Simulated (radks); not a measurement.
Results of a calculation; reference values are marked as such.
Task: Valence configurations of Ta (all share [Xe]). Code: a radial shooting solver on a logarithmic mesh with Libxc functionals. Model: Dirac Kohn-Sham, PBEsol, spin-unpolarised, spherical densities, finite nucleus; open shells fill j = l - 1/2 first; Fermi nuclear charge, rms radius 5.3507 fm. Order these by energy: 4f14 5d3 6s2; 4f13.5 5d3 6s2 6p0.5; 4f14 5d5; 4f12 5d1 6s2 6p4; 4f13 5d3 6s2 6p1; 4f13 5d4 6s2; 4f14 5d3 6s1 6p1; 4f14 5d2 6s1 6p2; 4f12 5d3 6s2 6p2; 4f14 5d1 6s2 6p2.

Result: From the lowest, in eV above it: 4f14 5d3 6s2 0.000; 4f14 5d3 6s1 6p1 3.804; 4f14 5d5 4.674; 4f14 5d2 6s1 6p2 7.111; 4f14 5d1 6s2 6p2 7.288; 4f13.5 5d3 6s2 6p0.5 12.177; 4f13 5d4 6s2 23.124; 4f13 5d3 6s2 6p1 27.117; 4f12 5d3 6s2 6p2 65.907; 4f12 5d1 6s2 6p4 88.555. NIST lists [Xe] 4f14 5d3 6s2 as the ground configuration; this level of theory agrees among the configurations tried. The energies are those of spherical spin-averaged densities, not of single terms.
